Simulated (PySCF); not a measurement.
Isomers of C8H13P. Method: PBE0-D3(BJ)/def2-SVP geometry optimisation, gas phase (PySCF). Energies are electronic, without zero-point or thermal terms, for one conformer each. No frequencies were run at this level. Point groups hold within 0.08 Å.

Question: Order them by energy at this level, lowest first, and give relative energies in kcal/mol.
A. `[CH:1]#[C:2][P:3]1[CH2:4][CH2:5][CH2:6][CH2:7][CH2:8][CH2:9]1` with C2–P3–C4–C5 -173°, P3–C4–C5–C6 -39°, C4–C5–C6–C7 -48°, C5–C6–C7–C8 94°
B. `[CH3:1][CH2:2][CH2:3][P:4]1[CH:5]=[CH:6][CH2:7][CH:8]=[CH:9]1` with C1–C2–C3–P4 64°, C2–C3–P4–C5 78°, C3–P4–C5–C6 119°, C5–C6–C7–C8 -13°, C6–C7–C8–C9 13°, C3–P4–C9–C8 -119°
C. `[CH:1]#[C:2][PH:3][CH:4]1[CH2:5][CH2:6][CH2:7][CH2:8][CH2:9]1` with C2–P3–C4–C5 54°, P3–C4–C5–C6 180°, C4–C5–C6–C7 55°, C5–C6–C7–C8 -55°, C6–C7–C8–C9 55°

Answer: B (0.0), C (17.2), A (19.6).

As drawn, the lowest has a C=C bond outside aromatic rings, which the highest lacks; the highest has a C≡C bond, which the lowest lacks. Neighbours under 2.5 kcal/mol apart (C#CPC1CCCCC1 and C#CP1CCCCCC1) can change places with a better method, another conformer or zero-point energy.

```tsv
SMILES	E (Eh)	E rel (kcal/mol)	dipole (D)	point group	A, B, C (MHz)
CCCP1C=CCC=C1	-653.17792	0.0	1.36	C1	3200, 791.8, 706.5
C#CPC1CCCCC1	-653.15054	17.2	1.48	C1	2329, 832.8, 811.4
C#CP1CCCCCC1	-653.14669	19.6	1.51	C1	2478, 982.3, 777.9
```

Question: How do the relative energies change in single points at PBE0/pcSseg-1 (no added dispersion term) on the same geometries?

Answer: 
| SMILES | PBE0-D3(BJ)/def2-SVP (kcal/mol) | PBE0/pcSseg-1 (kcal/mol) | shift |
| --- | --- | --- | --- |
| CCCP1C=CCC=C1 | 0.0 | 0.0 | 0.0 |
| C#CPC1CCCCC1 | 17.2 | 17.2 | 0.0 |
| C#CP1CCCCCC1 | 19.6 | 19.4 | -0.2 |

Each column counts from its own lowest isomer. The order is unchanged; the largest shift is 0.2 kcal/mol.
